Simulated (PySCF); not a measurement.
A structure optimised at PBE-D3(BJ)/def2-SVPD, used in a PySCF frequency run:

```
Ga
F 1 1.8630
F 1 1.8630 2 107.31
F 1 1.8630 2 107.31 3 -115.06
```
Charge -1, spin multiplicity 2.

### Question
Write its SMILES, formula and point group.

### Answer
[F][Ga-]([F])[F], F₃Ga, C3v

### Question
What are its rotational constants (standard atomic weights)?

### Answer
5.0411, 5.0411, 2.9533 GHz
